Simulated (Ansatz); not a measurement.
`NB(F)S` + `BO[CH2][GeH3]` → `BOB(F)S` + `N[CH2][GeH3]`  (redistribution)

Isolated molecules relaxed with PBE0-D4/def2-TZVP in Ansatz; ΔE leaves out vibrations. CCSD(T)/CBS is the MP2 limit (def2-TZVPP, def2-QZVPP) plus CCSD(T) − MP2 in def2-TZVPP, frozen cores. This one scheme is used for every species. DFT in def2-TZVPP. B3LYP here is the variant with VWN-RPA as its local correlation; programs differ in this. For Ge outer-core shells are correlated without core-valence functions, which leaves a few kJ/mol of doubt a bond. Scalar relativity is left out up to krypton. Each species was taken in one conformer, which may not be the lowest.

`NB(F)S`:

Z-matrix (Å, degrees):
```
N
B 1 1.394
H 1 1.003 2 123.7
H 1 1.005 2 121.5 3 180.0
F 2 1.338 1 119.1 3 -180.0
S 2 1.825 1 121.3 3 0.0
H 6 1.341 2 94.7 1 180.0
```

`BO[CH2][GeH3]`:

```xyz
11

B     0.784   -1.950   -0.201
O    -0.083   -1.023   -0.631
C     0.229    0.361   -0.640
Ge   -0.921    1.327    0.641
H     1.878   -1.624    0.180
H     0.411   -3.087   -0.222
H     1.283    0.522   -0.393
H     0.050    0.743   -1.648
H    -2.397    1.119    0.273
H    -0.578    2.826    0.587
H    -0.657    0.785    2.055
```

`BOB(F)S`:

Z-matrix (Å, degrees):
```
B
O 1 1.353
H 1 1.195 2 117.5
H 1 1.202 2 120.5 3 179.7
B 2 1.366 1 132.5 3 175.7
S 5 1.805 2 126.8 1 -16.3
F 5 1.323 2 116.5 1 164.8
H 6 1.343 5 95.6 2 2.2
```

`N[CH2][GeH3]`:

```xyz
10

N     0.269   -1.197    0.925
C    -0.571   -0.479   -0.022
Ge    0.229    1.268   -0.435
H     1.172   -1.408    0.520
H    -0.151   -2.079    1.191
H    -0.772   -1.009   -0.964
H    -1.541   -0.281    0.443
H     1.682    1.054   -0.904
H     0.238    2.168    0.810
H    -0.554    1.963   -1.564
```

| level | ΔE (kcal/mol) | difference from CCSD(T)/CBS |
| --- | --- | --- |
| r2SCAN-D4 | 0.5 | 1.2 |
| PBE0-D4 | 0.3 | 1.0 |
| B3LYP-D4 | 0.7 | 1.4 |
| ωB97X-V | 0.3 | 1.0 |
| ωB97M-V | 0.2 | 0.9 |
| B2PLYP | 0.3 | 1.0 |
| PBE | 1.5 | 2.2 |
| r2SCAN | 0.5 | 1.2 |
| PBE0 | 0.5 | 1.2 |
| MP2/def2-TZVPP | -0.7 | 0.0 |
| CCSD/def2-TZVPP | -0.6 | 0.1 |
| CCSD(T)/def2-TZVPP | -0.4 | 0.3 |
| MP2/def2-QZVPP | -1.0 | -0.3 |
| SCS-MP2/def2-QZVPP | -0.8 | -0.1 |
| MP2/CBS(def2) | -1.0 | -0.3 |
| CCSD/CBS(def2) | -1.0 | -0.3 |
| CCSD(T)/CBS | -0.7 | 0 |

Largest T1 diagnostic among the species: 0.014.

From PBE to PBE0 (25 % exact exchange), in def2-TZVPP and without D4, ΔE moves by −1.0 kcal/mol. In def2-TZVPP, CCSD(T) changes the Hartree–Fock value by +1.4 kcal/mol (the triples alone add +0.2 kcal/mol) and MP2 by +1.1 kcal/mol.
